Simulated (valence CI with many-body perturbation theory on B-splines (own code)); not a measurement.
**Forbidden lines of Ag39+**

Method: relativistic CI+MBPT: six valence electrons over a frozen Dirac-Fock core [He], radial functions for each j: 9 s, 9 p, 8 d, 6 f, 3 g, 1 h, with the one-electron correlation potential Σ1 (screened to all orders), the two-electron term Σ2, the three-electron term Σ3, Breit, model QED; selected single and double excitations, second order for the rest, scaled by the run's own slope (own B-spline code, finite nucleus).

No measured spectrum was set against this ion. As an estimate, large intervals hold to a few tenths of a per cent, small ones and those within an open d or f shell to about a per cent. Among the levels kept, up to 2200 cm⁻¹ of a level comes from second order outside the variational space, and about a tenth of that is noise between levels of different J, which matters for small intervals.

Lines 1 to 50 of 54 in falling wavelength, among levels below 3700.2 eV, chosen from the decays that carry over 1 % of a level's rate. Wavelengths and rates use the calculated energies. Electric multipoles are in the length gauge with retardation, E1 and E2 with the static RPA response of the core. M1 uses the relativistic operator with retardation. S is in atomic units (e²a₀⁴ for E2 and M2, e²a₀⁶ for E3), for M1 in squared Bohr magnetons. Weak lines are less certain than strong ones. Lines between different terms over intervals too small for the method are left out, as are lines whose strength nearly cancels. The highest levels of a list are the least certain.

Levels are named by their leading jj configuration (3d3/2^4 stands for four electrons in 3d with j = 3/2), which in mixed levels can hold well under half, so a name can repeat and another be missing. Letters in brackets count levels of one name in rising energy.

```
λ vac (Å)                               Upper                       Lower  Type   A (s⁻¹)  S (a.u.)
    402.8          (2s^2 2p1/2^2 2p3/2^2) J=0  (2s^2 2p1/2^2 2p3/2^2) J=2    E2  1.91e+01  1.81e-04
    83.92            (2s^2 2p1/2 2p3/2^3) J=1  (2s^2 2p1/2^2 2p3/2^2) J=0    M1  1.23e+07  8.07e-01
    69.45            (2s^2 2p1/2 2p3/2^3) J=1  (2s^2 2p1/2^2 2p3/2^2) J=2    M1  4.81e+07  1.79e+00
    64.00            (2s^2 2p1/2 2p3/2^3) J=2  (2s^2 2p1/2^2 2p3/2^2) J=2    M1  3.05e+07  1.48e+00
    60.43                  (2s^2 2p3/2^4) J=0    (2s^2 2p1/2 2p3/2^3) J=1    M1  1.43e+08  1.17e+00
    4.006      (2s^2 2p1/2^2 2p3/2 3d5/2) J=4    (2s 2p1/2^2 2p3/2^3) J=2    E2  2.62e+08  2.18e-06
    3.730      (2s^2 2p1/2^2 2p3/2 3p1/2) J=2  (2s^2 2p1/2^2 2p3/2^2) J=0    E2  2.29e+10  7.38e-05
    3.729  (2s^2 2p1/2 2p3/2^2 3p1/2) J=1 [a]    (2s^2 2p1/2 2p3/2^3) J=2    E2  1.57e+10  3.03e-05
    3.721  (2s^2 2p1/2 2p3/2^2 3p1/2) J=2 [a]    (2s^2 2p1/2 2p3/2^3) J=2    E2  1.82e+09  5.81e-06
    3.712  (2s^2 2p1/2 2p3/2^2 3p1/2) J=1 [a]    (2s^2 2p1/2 2p3/2^3) J=1    E2  1.48e+10  2.79e-05
    3.706      (2s^2 2p1/2 2p3/2^2 3p1/2) J=3    (2s^2 2p1/2 2p3/2^3) J=2    E2  7.96e+10  3.48e-04
    3.704  (2s^2 2p1/2 2p3/2^2 3p1/2) J=2 [a]    (2s^2 2p1/2 2p3/2^3) J=1    E2  6.71e+10  2.09e-04
    3.698      (2s^2 2p1/2^2 2p3/2 3p1/2) J=1  (2s^2 2p1/2^2 2p3/2^2) J=2    E2  7.35e+10  1.36e-04
    3.696      (2s^2 2p1/2^2 2p3/2 3p1/2) J=2  (2s^2 2p1/2^2 2p3/2^2) J=2    E2  9.39e+10  2.89e-04
    3.689      (2s^2 2p1/2 2p3/2^2 3p1/2) J=3    (2s^2 2p1/2 2p3/2^3) J=1    E2  1.32e+10  5.63e-05
    3.685  (2s^2 2p1/2 2p3/2^2 3p1/2) J=2 [b]    (2s^2 2p1/2 2p3/2^3) J=2    E2  4.10e+10  1.24e-04
    3.682  (2s^2 2p1/2 2p3/2^2 3p1/2) J=1 [b]    (2s^2 2p1/2 2p3/2^3) J=2    E2  4.36e+10  7.89e-05
    3.672  (2s^2 2p1/2 2p3/2^2 3p3/2) J=3 [a]    (2s^2 2p1/2 2p3/2^3) J=2    E2  9.54e+09  3.98e-05
    3.671      (2s^2 2p1/2 2p3/2^2 3p3/2) J=0    (2s^2 2p1/2 2p3/2^3) J=2    E2  4.65e+10  2.77e-05
    3.671  (2s^2 2p1/2 2p3/2^2 3p3/2) J=2 [a]    (2s^2 2p1/2 2p3/2^3) J=2    E2  6.95e+09  2.07e-05
    3.665  (2s^2 2p1/2 2p3/2^2 3p1/2) J=1 [b]    (2s^2 2p1/2 2p3/2^3) J=1    E2  4.91e+10  8.69e-05
    3.659      (2s^2 2p1/2^2 2p3/2 3p3/2) J=2  (2s^2 2p1/2^2 2p3/2^2) J=0    E2  3.16e+10  9.25e-05
    3.656  (2s^2 2p1/2 2p3/2^2 3p3/2) J=3 [a]    (2s^2 2p1/2 2p3/2^3) J=1    E2  1.44e+10  5.88e-05
    3.654  (2s^2 2p1/2 2p3/2^2 3p3/2) J=2 [a]    (2s^2 2p1/2 2p3/2^3) J=1    E2  3.14e+10  9.14e-05
    3.652  (2s^2 2p1/2 2p3/2^2 3p3/2) J=3 [b]    (2s^2 2p1/2 2p3/2^3) J=2    E2  2.46e+10  9.98e-05
    3.651      (2s^2 2p1/2 2p3/2^2 3p1/2) J=0    (2s^2 2p1/2 2p3/2^3) J=2    E2  4.21e+10  2.44e-05
    3.651      (2s^2 2p1/2 2p3/2^2 3p3/2) J=4    (2s^2 2p1/2 2p3/2^3) J=2    E2  2.31e+10  1.20e-04
    3.642      (2s^2 2p1/2^2 2p3/2 3p3/2) J=3  (2s^2 2p1/2^2 2p3/2^2) J=2    E2  4.93e+10  1.97e-04
    3.642      (2s^2 2p1/2^2 2p3/2 3p3/2) J=1  (2s^2 2p1/2^2 2p3/2^2) J=2    E2  5.71e+10  9.79e-05
    3.640  (2s^2 2p1/2 2p3/2^2 3p3/2) J=1 [a]    (2s^2 2p1/2 2p3/2^3) J=1    E2  1.37e+10  2.34e-05
    3.637  (2s^2 2p1/2 2p3/2^2 3p3/2) J=1 [b]    (2s^2 2p1/2 2p3/2^3) J=2    E2  5.18e+10  8.83e-05
    3.636  (2s^2 2p1/2 2p3/2^2 3p3/2) J=3 [b]    (2s^2 2p1/2 2p3/2^3) J=1    E2  1.13e+10  4.50e-05
    3.626  (2s^2 2p1/2 2p3/2^2 3p3/2) J=2 [b]    (2s^2 2p1/2 2p3/2^3) J=2    E2  7.38e+10  2.07e-04
    3.626      (2s^2 2p1/2^2 2p3/2 3p3/2) J=2  (2s^2 2p1/2^2 2p3/2^2) J=2    E2  1.68e+09  4.70e-06
    3.620  (2s^2 2p1/2 2p3/2^2 3p3/2) J=1 [b]    (2s^2 2p1/2 2p3/2^3) J=1    E2  2.98e+10  4.96e-05
    3.611      (2s^2 2p1/2^2 2p3/2 3p3/2) J=0  (2s^2 2p1/2^2 2p3/2^2) J=2    E2  1.58e+11  8.64e-05
    3.610  (2s^2 2p1/2 2p3/2^2 3p3/2) J=2 [b]    (2s^2 2p1/2 2p3/2^3) J=1    E2  2.38e+10  6.51e-05
    3.580  (2s^2 2p1/2 2p3/2^2 3d5/2) J=4 [a]    (2s^2 2p1/2 2p3/2^3) J=2    M2  2.42e+08  1.14e-06
    3.562  (2s^2 2p1/2 2p3/2^2 3d5/2) J=4 [b]    (2s^2 2p1/2 2p3/2^3) J=2    M2  2.20e+09  1.01e-05
    3.552      (2s^2 2p1/2^2 2p3/2 3d5/2) J=4  (2s^2 2p1/2^2 2p3/2^2) J=2    M2  1.46e+09  6.64e-06
    3.473  (2s^2 2p1/2 2p3/2^2 3p3/2) J=3 [a]  (2s^2 2p1/2^2 2p3/2^2) J=2    E2  2.63e+10  8.31e-05
    3.472      (2s^2 2p1/2 2p3/2^2 3p3/2) J=0  (2s^2 2p1/2^2 2p3/2^2) J=2    E2  3.96e+10  1.78e-05
    3.472  (2s^2 2p1/2 2p3/2^2 3p3/2) J=2 [a]  (2s^2 2p1/2^2 2p3/2^2) J=2    E2  2.53e+10  5.70e-05
    3.461  (2s^2 2p1/2 2p3/2^2 3p3/2) J=2 [b]  (2s^2 2p1/2^2 2p3/2^2) J=0    E2  1.41e+10  3.14e-05
    3.458  (2s^2 2p1/2 2p3/2^2 3p3/2) J=1 [a]  (2s^2 2p1/2^2 2p3/2^2) J=2    E2  3.82e+10  5.06e-05
    3.455  (2s^2 2p1/2 2p3/2^2 3p3/2) J=3 [b]  (2s^2 2p1/2^2 2p3/2^2) J=2    E2  3.59e+10  1.11e-04
    3.454      (2s^2 2p1/2 2p3/2^2 3p1/2) J=0  (2s^2 2p1/2^2 2p3/2^2) J=2    E2  6.35e+09  2.79e-06
    3.454      (2s^2 2p1/2 2p3/2^2 3p3/2) J=4  (2s^2 2p1/2^2 2p3/2^2) J=2    E2  6.69e+10  2.64e-04
    3.451  (2s^2 2p1/2 2p3/2^2 3p3/2) J=2 [c]  (2s^2 2p1/2^2 2p3/2^2) J=0    E2  4.73e+10  1.03e-04
    3.441  (2s^2 2p1/2 2p3/2^2 3p3/2) J=1 [b]  (2s^2 2p1/2^2 2p3/2^2) J=2    E2  1.53e+10  1.98e-05
```
